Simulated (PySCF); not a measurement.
# Adding and removing an electron: CsNa

PW91; PySCF, scalar-relativistic core potentials, basis sets Cs def2-SVP with ECP46, Na def2-SVP. Neutral (UKS): singlet (closed shell), Re = 3.913 Å, ωe = 93.5 cm⁻¹, De = 0.69 eV, HOMO -2.60 eV, LUMO -1.60 eV.

CsNa⁺ (UKS): doublet (σ ↑), Re = 4.540 Å, ωe = 60.4 cm⁻¹, De = 0.43 eV to Cs⁺ + Na. The energies at the minima are -182.37652 hartree for CsNa and -182.22002 for CsNa⁺.

Task: Work out the adiabatic ionisation energy, without and with harmonic zero-point energies (1 hartree = 27.2114 eV, 1 eV = 8065.5 cm⁻¹), and the change of the bond length.

Result: At PW91: 0.15650 hartree = 4.259 eV between the minima; the zero-point term (60.4 − 93.5)/2 cm⁻¹ = -0.002 eV makes it 4.257 eV. Re changes by +62.7 pm against the neutral. Minus the HOMO energy is 2.60 eV, -1.66 eV from the value between the minima; self-interaction puts the Kohn–Sham level too high, less so with exact exchange. The electron leaves a σ orbital, and the ion is left as a loose complex of an ion and an atom.

Closed-shell solutions of metal pairs were not tested for spin polarisation, which can lower them a little. Weak bonds: CsNa⁺. Basis-set superposition, not corrected here, can be much of De in a small basis, most of all at correlated wavefunction levels. Spin–orbit coupling is left out. For an ion De counts to the pair picked by the measured ionisation energies or electron affinities, which need not be the lowest pair at this level. States were picked by a PBE0 search and need not be the measured ground states.
